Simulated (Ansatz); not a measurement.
```yaml
crystal:
  periodic: [false, false, false]
  atoms:
    - {symbol: N, position_ang: [1.165383, 1.060547, -0.793016]}
    - {symbol: B, position_ang: [0.122310, 0.251410, -0.317168]}
    - {symbol: N, position_ang: [0.209858, -0.888700, 0.528860]}
    - {symbol: Sb, position_ang: [-1.716903, -1.536043, 0.479035]}
    - {symbol: S, position_ang: [-1.668540, 0.545371, -0.763860]}
    - {symbol: H, position_ang: [2.127871, 0.920856, -0.542655]}
    - {symbol: H, position_ang: [1.005352, 1.850143, -1.391181]}
    - {symbol: H, position_ang: [1.036098, -1.399394, 0.789852]}
    - {symbol: H, position_ang: [-2.192829, -0.850591, 1.993133]}
basis:
  gaussian: {orbitals: def2-SVP, final_grid: {core_spheres: 20, valence_spheres: 16, degree: 47}}
total_charge: -1
magnetization: {spin_polarized: true, initial_magnetization: 1}
hamiltonian: {xc: {name: r2SCAN0}, dispersion: d3bj}
accuracy: high
output: {forces: true}
```

```sh
$ ansatz run in.yaml --threads 4 --pin off --events-out ev --progress --plain --max-ram 10444MiB
```

Shortened log:

```
Warning: the engine holds no damping parameters fitted to this dispersion correction and functional, so the run takes those fitted to r2scan0 beside the three-body term, which d3bj leaves out (hamiltonian.dispersion, under Limitations)
Functional definition: r2SCAN0
2559 factors; integrals over basis functions are off by at most 3.9e-9 eV
mean field evaluation 1: about -21085.5407 eV, gradient 2.9e1 eV
mean field evaluation 2: about -21082.9826 eV, gradient 3.8e1 eV
mean field evaluation 4: about -21088.9927 eV, gradient 1.8e0 eV
mean field evaluation 8: about -21089.2372 eV, gradient 3.2e-1 eV
mean field evaluation 16: about -21089.2380 eV, gradient 3.1e-3 eV
mean field evaluation 32: about -21089.2380 eV, gradient 6.3e-8 eV
mean field -21089.23795531 eV, -775.0152000587 hartree, gradient 6.3e-8 eV, S^2 0.755288; 0 other end points of the search recorded, 0 dependent functions left out
reference -21089.23795719 eV, -775.0152001279 hartree; 32, 31 occupied and 74, 75 virtual orbitals, 2559 factors
Total energy: -21089.32670963 eV, -775.0184617200 hartree
Atom 0 at     1.165383     1.060547    -0.793016 Å, force     0.770207     0.541449    -0.343607 eV/Å
Atom 1 at     0.122310     0.251410    -0.317168 Å, force    -0.906480    -0.394395     0.289391 eV/Å
Atom 2 at     0.209858    -0.888700     0.528860 Å, force     1.176097     1.575270    -0.702584 eV/Å
Atom 3 at    -1.716903    -1.536043     0.479035 Å, force    -2.234383    -3.769027     1.657208 eV/Å
Atom 4 at    -1.668540     0.545371    -0.763860 Å, force     1.120871     2.197440    -1.157520 eV/Å
Atom 5 at     2.127871     0.920856    -0.542655 Å, force     0.092906    -0.025933     0.030232 eV/Å
Atom 6 at     1.005352     1.850143    -1.391181 Å, force    -0.041139     0.001668    -0.000857 eV/Å
Atom 7 at     1.036098    -1.399394     0.789852 Å, force     0.065599    -0.123807     0.063814 eV/Å
Atom 8 at    -2.192829    -0.850591     1.993133 Å, force    -0.043678    -0.002664     0.163924 eV/Å
Dipole moment:     0.661830    -0.051350    -0.045983 e Å
```

**Question.** Something in this input is off. What?

**Answer.** The charge is far from anything that the molecule holds. The calculation finished and met its thresholds. The result belongs to that input, not to the molecule as meant.
